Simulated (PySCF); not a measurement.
Input for PySCF: R-HF/3-21G on BF2HSe (SMILES FB(F)[SeH]), a point of a torsion scan.

```python
from pyscf import gto, scf, dft, mp
from pyscf.data.elements import chemcore

mol = gto.M(
    atom='''
    F    -1.19900188    1.20015103    0.02121288
    B    -0.59879858    0.03667471    0.03160803
    F    -1.35806867   -0.99297686   -0.24498008
    Se    1.17848368   -0.21605645    0.76497551
    H     1.86151465    0.71367794   -0.09676249
    ''',
    basis='3-21g',
    charge=0, spin=0, verbose=3, max_memory=1800)
mf = scf.RHF(mol)
mf.conv_tol = 1e-8
mf.max_cycle = 100
mf.kernel()
if not mf.converged:
    mf = mf.newton().run(mf.mo_coeff, mf.mo_occ)
```

The log:

```
converged SCF energy = -2611.54019611636
```

Self-consistency was reached.

Cost: about 0.4 core-seconds (a rough figure).
